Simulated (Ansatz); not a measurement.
Cost and result for the atomization energy of C₂H₈O₂Sn (`[CH3][Sn]([CH3])([OH])[OH]`) (13 atoms, 12 bonds).

Cartesian coordinates in Å:
```
C -0.033 -1.182 1.618
Sn -0.246 0.063 -0.089
C 1.459 0.817 -1.106
O -1.255 -0.842 -1.521
O -1.398 1.524 0.567
H 0.655 -0.726 2.330
H -1.008 -1.298 2.092
H 0.348 -2.160 1.324
H 1.958 1.570 -0.496
H 1.137 1.264 -2.046
H 2.156 0.006 -1.319
H -2.110 -1.174 -1.236
H -1.663 2.140 -0.119
```

Charge 0, multiplicity 1. Correlated methods include outer-core shells of Sn, which these sets cover unevenly. Sn takes the def2 core potential. Geometry: relaxed with PBE0-D4/def2-TZVP. It is one conformer, not always the lowest. Program: Ansatz. All runs use 4 threads of an Arm Neoverse V2 on a shared host. Times are those of one run each, without the atoms' runs, and a repeat can differ threefold. Electronic energies, without spin–orbit coupling; frozen cores. CCSD(T)/CBS adds CCSD(T) − MP2 in def2-TZVPP to the MP2 limit, and its time is that of the two runs behind it. T1 = 0.012. With those shells the extrapolation isn't a true limit. B3LYP takes the VWN-RPA correlation (the form of Gaussian; ORCA's B3LYP/G). HSE06 is the plane-wave form, built on full-range PBE exchange.

CCSD(T)/CBS is a level of theory with its own doubt, some kJ/mol a heavy atom from the limit and from the frozen cores, so smaller differences don't rank the functionals.

| level | functions | wall time | atomization (kcal/mol) | difference from CCSD(T)/CBS | per bond |
| --- | --- | --- | --- | --- | --- |
| LDA (SPW92)/def2-TZVPP | 286 | 1.9 s | 1271.3 | 148.3 | 12.4 |
| revPBE-D4/def2-TZVPP | 286 | 3 s | 1099.0 | -24.0 | -2.0 |
| PBE-D4/def2-TZVPP (with forces) | 286 | 3.7 s | 1128.0 | 5.0 | 0.4 |
| HSE06-D4/def2-TZVPP | 286 | 5 s | 1106.2 | -16.8 | -1.4 |
| CAM-B3LYP-D4/def2-TZVPP | 286 | 6.5 s | 1114.9 | -8.1 | -0.7 |
| r2SCANh-D4/def2-TZVPP | 286 | 7 s | 1104.4 | -18.6 | -1.6 |
| r2SCAN-D4/def2-TZVPP (with forces) | 286 | 7 s | 1112.6 | -10.4 | -0.9 |
| B3LYP-D4/def2-TZVPP (with forces) | 286 | 7.5 s | 1108.0 | -15.0 | -1.3 |
| PBE-QIDH/def2-TZVPP | 286 | 10 s | 1100.6 | -22.4 | -1.9 |
| CCSD(T)/def2-SVP | 122 | 20 s | 1040.1 | -82.9 | -6.9 |
| MP2/def2-QZVPP | 550 | 39 s | 1123.9 | 0.9 | 0.1 |
| CCSD(T)/def2-TZVPP | 286 | 11 min | 1090.6 | -32.4 | -2.7 |
| CCSD(T)/CBS(def2) | – | 12 min | 1123.0 | 0.0 | 0.0 |

At CCSD(T), def2-SVP lies −82.9 kcal/mol from the extrapolated value and def2-TZVPP −32.4 kcal/mol: correlation converges slowly with the basis, and small sets miss more of it in the bonded molecule than in its fragments. From BLYP to BHLYP (50 % exact exchange), in def2-TZVPP and without D4, the atomization energy moves by −30.2 kcal/mol: exact exchange takes away binding that semilocal exchange gives to molecules. Leaving LDA and LC-ωPBE aside and taking each functional with its dispersion term where it has one, the values, not all of them listed here, spread over 54.9 kcal/mol, from BHLYP-D4 to PBE-D4. LDA lies +149.1 kcal/mol from PBE without D4, its usual overbinding.

Spin–orbit coupling would lower the free Sn atoms strongly, and the atomization energy with them, by more than many differences here. For some Ge, Se and Sn compounds the MP2-based and the directly extrapolated limit differ by 10 to 25 kJ/mol.
